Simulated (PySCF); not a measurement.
Worked example: chemical shift, span and skew from a shielding tensor

CH10ClNSi3, SMILES C[Si@](N)(Cl)[SiH2][SiH3]. Atoms are numbered in the order given.

```xyz
16

C     -1.0701    -1.9805     0.5040
Si    -0.8267    -0.1707     0.0894
N     -0.9438     0.7438     1.5524
Cl    -2.3062     0.3253    -1.3396
Si     1.2718     0.3111    -0.8309
Si     2.8199     0.1780     0.9340
H     -2.0539    -2.1377     0.9762
H     -1.0319    -2.5962    -0.4073
H     -0.2884    -2.3240     1.1997
H     -0.7318     1.7378     1.5388
H     -1.7092     0.5577     2.1967
H      1.2885     1.6852    -1.4185
H      1.6056    -0.6699    -1.9074
H      2.5730     1.2940     1.8941
H      4.2344     0.2601     0.4614
H      2.6352    -1.1175     1.6542
```
Charge 0, spin multiplicity 1.

Geometry: B3LYP-D3(BJ)/def2-SVP. The structure was generated by enumeration; whether it is a known compound was not checked. Other conformers were not sampled.

GIAO shieldings from PBE0/pcSseg-1 (PySCF), non-relativistic, no solvent. The symmetric part of the tensor of Si6 has the principal values 448.9, 459.6, 463.3 ppm. The same nucleus in TMS has σ = 352.7 ppm at this level (PySCF, at its B3LYP-D3(BJ)/def2-TZVP geometry). Without spin–orbit terms, shifts of atoms bonded to Cl or Br come out too high.

**Question.** Work out the isotropic shielding, the ²⁹Si shift against TMS, the span and the skew.

**Answer.** 
σ(iso) = (σ11 + σ22 + σ33)/3 = 457.3 ppm. δ = σ(ref) − σ(iso) = 352.7 − (457.3) = -104.6 ppm.
Span Ω = σ33 − σ11 = 14.4 ppm. Skew κ = 3(σ(iso) − σ22)/Ω = -0.49. Tumbling in solution averages the tensor to δ; in a static solid the shielding alone would spread this spin-1/2 line over Ω.
